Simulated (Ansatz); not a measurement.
Species: YBr (charge 0, singlet). 
Structure (B3LYP-D3(BJ)/def2-TZVP (Ansatz, a first-principles code) minimum search):
```
Y
Br 1 2.5627
```
Charge 0, spin multiplicity 1.

Basis-set convergence of Hartree-Fock and CCSD correlation energies (hartree) with Ansatz. Correlated levels leave the core frozen unless marked. Spin-orbit coupling is left out. Frozen are the shells of the preceding noble gas and the d and f shells that filled before the atom's block. Past Kr the def2 sets carry scalar-relativistic core potentials.

The Hartree-Fock reference is unstable (checked in the largest basis), which strains HF and MP2. 

```json
[
 {"basis": "def2-SVPD", "functions": "75", "E(HF)": "-2610.03150", "E(corr, CCSD)": "-0.18585"},
 {"basis": "def2-TZVPPD", "functions": "113", "E(HF)": "-2610.35344", "E(corr, CCSD)": "-0.22858"},
 {"basis": "def2-QZVPPD", "functions": "179", "E(HF)": "-2610.40363", "E(corr, CCSD)": "-0.24742"}
]
```

Extrapolating the two largest sets (X = 3 and 4) as X^-3: E(corr) = (64·(-0.24742) - 27·(-0.22858))/37 = -0.2612 Eh, an estimate of the basis-set limit. The largest set recovers 94.7 % of it, the smallest 71.2 %.
